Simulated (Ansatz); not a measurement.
Compare A (`CBO[SiH2]F`) with its isomer B (`OC([SiH3])BF`).

Computed with Ansatz on PBE0-D4/def2-TZVP structures; ΔE is electronic, products minus reactants. CBS: MP2 limit from def2 TZ/QZ plus the TZ coupled-cluster correction, frozen cores. DFT in def2-TZVPP. B3LYP here is the variant with VWN-RPA as its local correlation; programs differ in this. Each species was taken in one conformer, which may not be the lowest.

Q: Which isomer does CCSD(T)/CBS put lower? Give the gap. (An estimate is asked.)

A: Computed: A, by 83.5 kcal/mol.

Q: Give E(B) − E(A) in kcal/mol with PBE0-D4, CCSD/def2-TZVPP, ωB97M-V, PBE-D4, B3LYP, CCSD(T)/def2-TZVPP, HF/def2-TZVPP. (An estimate is asked.)

A: Ansatz gave: PBE0-D4 77.8, CCSD/def2-TZVPP 83.4, ωB97M-V 81.3, PBE-D4 74.5, B3LYP 82.2, CCSD(T)/def2-TZVPP 82.2, HF/def2-TZVPP 89.1. None reverses the order clearly.

Largest T1 diagnostic: 0.013.

In def2-TZVPP, CCSD(T) changes the Hartree–Fock value by −6.8 kcal/mol (the triples alone add −1.2 kcal/mol) and MP2 by −4.0 kcal/mol. From PBE to PBE0 (25 % exact exchange), in def2-TZVPP and without D4, E(B) − E(A) moves by +3.2 kcal/mol.
